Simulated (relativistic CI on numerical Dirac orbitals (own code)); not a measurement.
# Ions with 18 electrons, Ar to Rb19+

Method of calculation: Dirac-Coulomb-Breit CI, separate exchange-only KLI orbitals for each configuration, model QED (radiative potential, 1s self-energy scaled to tabulated hydrogen-like ionisation energies), unscaled Slater integrals (own radial code, finite nucleus).

Configuration list (outside the closed core [Ne]): 3s²3p⁶, 3s²3p⁵3d, 3s3p⁶3d, 3s²3p⁵4s, 3p⁶3d², 3p⁵3d³, 3p⁵3d²4s. Double excitations out of closed p, d and f shells are left out; levels of such configurations are missing from the list, as are those of other unlisted configurations, and high levels can miss mixing partners.

Energies above each ion's lowest level, in eV. Levels are followed by their leading LS label, which can pass from one level to another where the coupling changes.

| Ion | 3s²3p⁶ ¹S0 | 3s²3p⁵3d ³P°0 | 3s²3p⁵3d ³P°1 | 3s²3p⁵3d ³P°2 | 3s²3p⁵3d ³F°4 | 3s²3p⁵3d ³F°3 | 3s²3p⁵3d ³F°2 |
| --- | --- | --- | --- | --- | --- | --- | --- |
| Ar | 0 | 13.008 | 13.025 | 13.06 | 13.069 | 13.1 | 13.146 |
| K+ | 0 | 20.061 | 20 | 20.095 | 20.692 | 20.795 | 20.884 |
| Ca2+ | 0 | 24.788 | 24.848 | 24.972 | 25.941 | 26.081 | 26.202 |
| Sc3+ | 0 | 29.268 | 29.354 | 29.531 | 30.675 | 30.857 | 31.021 |
| Ti4+ | 0 | 33.54 | 33.657 | 33.9 | 35.171 | 35.402 | 35.621 |
| V5+ | 0 | 37.682 | 37.838 | 38.163 | 39.527 | 39.813 | 40.098 |
| Cr6+ | 0 | 41.735 | 41.938 | 42.36 | 43.792 | 44.136 | 44.503 |
| Mn7+ | 0 | 45.723 | 45.981 | 46.519 | 47.995 | 48.4 | 48.863 |
| Fe8+ | 0 | 49.661 | 49.983 | 50.656 | 52.155 | 52.621 | 53.198 |
| Co9+ | 0 | 53.561 | 53.956 | 54.785 | 56.288 | 56.811 | 57.517 |
| Ni10+ | 0 | 57.43 | 57.909 | 58.914 | 60.402 | 60.976 | 61.829 |
| Cu11+ | 0 | 61.276 | 61.849 | 63.05 | 64.509 | 65.123 | 66.136 |
| Zn12+ | 0 | 65.103 | 65.779 | 67.199 | 68.614 | 69.255 | 70.441 |
| Ga13+ | 0 | 68.915 | 69.705 | 71.364 | 72.725 | 73.375 | 74.742 |
| Ge14+ | 0 | 72.715 | 73.63 | 75.548 | 76.847 | 77.484 | 79.039 |
| As15+ | 0 | 76.506 | 77.555 | 79.752 | 80.985 | 81.584 | 83.332 |
| Se16+ | 0 | 80.291 | 81.484 | 83.978 | 85.145 | 85.677 | 87.623 |
| Br17+ | 0 | 84.07 | 85.417 | 88.225 | 89.331 | 89.763 | 91.914 |
| Kr18+ | 0 | 87.847 | 89.357 | 92.494 | 93.548 | 93.844 | 96.209 |
| Rb19+ | 0 | 91.622 | 93.304 | 96.782 | 97.8 | 97.921 | 100.51 |

The lowest level keeps the configuration 3s²3p⁶ and J = 0 throughout.

Between Z = 34 and 37 the energy of 3s²3p⁵3d ³P°0 follows a local power law Z^1.6. For orientation: electrostatic splittings inside a shell grow about linearly with the screened charge, excitations that change n as its square, and fine structure as its fourth power; written in Z itself the exponents are larger, since the screened charge grows faster in proportion.

The members near neutrality are the least accurate: they can be off by several eV, miss lower levels of configurations outside the list, or start from a wrong lowest level.
